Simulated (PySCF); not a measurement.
**Gas-phase thermal properties of GaBr**

Computed with PySCF (xtb for GFN2) and rigid-rotor harmonic-oscillator thermochemistry at 1 bar. 6-31G* has spherical d functions here. All species are closed-shell singlets. B3LYP is the form with VWN-RPA correlation. Br, Ga: all electrons, no relativistic terms. The harmonic model lacks anharmonicity and excited electronic states, which grow with temperature; levels with a mode under 35 cm⁻¹ are left out.

| level | point group | σ | ZPE (kJ/mol) | S°298 (J/mol/K) | Cp298 (J/mol/K) | S°1000 (J/mol/K) | H1000 − H298 (kJ/mol) |
|---|---|---|---|---|---|---|---|
| B3LYP/6-31G* | C∞v | 1 | 1.5 | 252.3 | 36.4 | 297.1 | 26.0 |
| GFN2-xTB | C∞v | 1 | 1.5 | 252.5 | 36.5 | 297.3 | 26.1 |
| HF/6-31G* | C∞v | 1 | 1.5 | 252.2 | 36.4 | 297.0 | 26.0 |
| PBE/def2-SVP | C∞v | 1 | 1.6 | 251.9 | 36.4 | 296.7 | 26.0 |
| PBE0/def2-TZVP | C∞v | 1 | 1.6 | 251.8 | 36.4 | 296.6 | 26.0 |
σ: rotational symmetry number. Electronic degeneracy used: 1. Frequencies are unscaled.
